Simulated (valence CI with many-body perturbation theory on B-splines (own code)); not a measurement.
Results of a calculation; reference values are marked as such.
# Ladder of approximations for Yb⁴⁹⁺

Method: relativistic CI+MBPT: three valence electrons over a frozen Dirac-Fock core [Ar], a basis of 9 s, 9 p, 10 d, 8 f, 5 g, 3 h, 1 i functions for each j, with the one-electron correlation potential Σ1 (screened to all orders), the two-electron term Σ2, the three-electron term Σ3, Breit, model QED; selected single and double excitations, second order for the rest (own B-spline code, finite nucleus).

The last digits are not significant, and no measured levels were compared; by estimate large intervals hold to a few tenths of a per cent, small ones and those within an open d or f shell to about a per cent. Only levels of the ground parity were solved; by the run's estimate the other parity begins above the list, which can be wrong where configurations are misplaced.

Each rung adds one term. CI alone is the Dirac-Coulomb CI over the frozen core; QED comes last and gives the full result, which names the levels. Energies are above (3d3/2^3) J=3/2 on the same rung, in cm⁻¹.

Levels are named by their leading jj configuration (3d3/2^4 stands for four electrons in 3d with j = 3/2), which in mixed levels can hold well under half, so a name can repeat and another be missing. Letters in brackets count levels of one name in rising energy.

| Level | CI alone | Σ1 | Σ2 | Σ3 | Breit | QED | Full |
| --- | --- | --- | --- | --- | --- | --- | --- |
| (3d3/2^2 3d5/2) J=5/2 [a] | 400819 | +1816 | +3645 | +165 | -12450 | +1245 | 395241 |
| (3d3/2^2 3d5/2) J=3/2 | 449978 | +1806 | +110 | +1156 | -10262 | +1219 | 444006 |
| (3d3/2^2 3d5/2) J=7/2 | 483886 | +1899 | +2295 | -5 | -19311 | +1275 | 470039 |
| (3d3/2^2 3d5/2) J=9/2 | 487804 | +1857 | +3580 | -125 | -22510 | +1243 | 471850 |
| (3d3/2^2 3d5/2) J=1/2 | 493146 | +1846 | -2039 | +1455 | -11993 | +1234 | 483649 |
| (3d3/2^2 3d5/2) J=5/2 [b] | 666038 | +2047 | -3935 | +442 | -12221 | +1325 | 653696 |
| (3d3/2 3d5/2^2) J=7/2 [a] | 871978 | +3637 | +5350 | +130 | -26005 | +2471 | 857560 |
| (3d3/2 3d5/2^2) J=9/2 | 910771 | +3699 | +5770 | +345 | -32160 | +2504 | 890928 |
| (3d3/2 3d5/2^2) J=3/2 [a] | 944032 | +3692 | +923 | -189 | -21006 | +2484 | 929936 |
| (3d3/2 3d5/2^2) J=1/2 | 967539 | +3715 | -832 | +1734 | -22861 | +2494 | 951789 |
| (3d3/2 3d5/2^2) J=11/2 | 988979 | +3731 | +5544 | +361 | -37465 | +2497 | 963648 |
| (3d3/2 3d5/2^2) J=5/2 [a] | 985248 | +3642 | -965 | -82 | -22779 | +2432 | 967496 |
| (3d3/2 3d5/2^2) J=5/2 [b] | 1048550 | +3802 | -1491 | -190 | -25508 | +2526 | 1027690 |
| (3d3/2 3d5/2^2) J=7/2 [b] | 1058760 | +3740 | -1337 | +672 | -29157 | +2477 | 1035160 |
| (3d3/2 3d5/2^2) J=3/2 [b] | 1197780 | +3934 | -4823 | +649 | -20289 | +2567 | 1179820 |
| (3d5/2^3) J=9/2 | 1376560 | +5531 | +6641 | -136 | -40870 | +3741 | 1351470 |
| (3d5/2^3) J=3/2 | 1483970 | +5514 | -1605 | +763 | -32915 | +3687 | 1459410 |
| (3d5/2^3) J=5/2 | 1559420 | +5573 | -1448 | +115 | -31888 | +3700 | 1535470 |

The middle columns are the shifts that each term adds.

(1) How does the ionisation energy move along the ladder, and which term matters most?

Results:

(1) CI alone 4359.9, + Σ1 4362.6, + Σ2 4368.6, + Σ3 4368.7, + Breit 4364.8, + QED 4365.0 eV. The largest step is Σ2, 6.0 eV. NIST lists 4364 ± 4 eV (theoretical).
